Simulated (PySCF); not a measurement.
**Simulated absorption spectrum**

Species: C6H5Cl3.
SMILES: `ClC(Cl)(Cl)C1=CCC=C1`

Level of theory: TDDFT CAM-B3LYP/def2-SVPD, vertical, gas phase, core orbitals frozen in the response (PySCF). Geometry: PBE0-D3(BJ)/def2-SVP; no solvent, vibrations or thermal averaging. Torsions of this conformer, `[Cl:1][C:2]([Cl:3])([Cl:4])[C:5]1=[CH:6][CH2:7][CH:8]=[CH:9]1`: Cl1–C2–C5–C6 -120°.

Computed states:

```tsv
state	E (eV)	f
S1	5.18	0.057
S2	5.92	0.0004
S3	6.29	0.074
S4	6.44	0.0002
S5	6.51	0.0008
S6	6.69	0.113
```

Each state is given a Gaussian of 0.25 eV full width at half maximum, with ε(max) = 2.175×10⁸ f / Δν̃ (Δν̃ the width in cm⁻¹). The cross-section is σ = 3.8235×10⁻²¹ ε cm², given in Mb (10⁻¹⁸ cm²). The width is an assumption, not a result. The curve ends short of the highest state used, and states not computed would add to its high-energy end.

Question: Give the broadened spectrum and its maxima.

Answer: 
```tsv
λ (nm)	σ (Mb)
203.5	5.67
204.7	2.93
206.0	1.33
207.3	0.60
208.5	0.33
209.8	0.21
211.1	0.16
212.3	0.13
213.6	0.09
214.9	0.06
216.2	0.04
217.4	0.02
218.7	0.01
220.0	0.01
221.2	0.01
222.5	0.03
223.8	0.07
225.1	0.19
226.3	0.44
227.6	0.96
228.9	1.93
230.1	3.38
231.4	5.70
232.7	8.81
233.9	12.23
235.2	16.15
236.5	19.74
237.8	22.36
239.0	23.52
240.3	23.21
241.6	21.38
242.8	18.68
244.1	15.18
245.4	11.58
246.7	8.32
247.9	5.82
249.2	3.74
250.5	2.28
251.7	1.38
253.0	0.76
254.3	0.40
255.5	0.21
256.8	0.10
258.1	0.05
```

Maxima: 239 nm (5.18 eV), ε about 6200, made up of S1 (100%) (ε in L mol⁻¹ cm⁻¹; maxima over ε = 5, shares over 10%). At its high-energy end, 6.09 eV, the curve is still rising (ε about 1400, from S3).

Question: What would ε be at 5.18 eV, the highest of these maxima, with half the width (0.125 eV)?

Answer: About 12300 L mol⁻¹ cm⁻¹ against 6170, a factor of about 2.00; a lone state at its own centre would give exactly 2.

Question: Coming from long wavelengths, where does ε first pass 100 L mol⁻¹ cm⁻¹?

Answer: At about 254 nm (4.87 eV), 0.30 eV below S1.

Question: On this curve, what absorbance would a 10⁻⁴ mol/L sample give at 222 nm over a 1 cm path?

Answer: 222 nm is 5.585 eV, where ε is about 4.5 L mol⁻¹ cm⁻¹, so A = ε c l ≈ 0.00045 (Beer–Lambert, with the gas-phase spectrum and the assumed width).

The run took about 1.6 min of CPU time (one thread, shared machine).
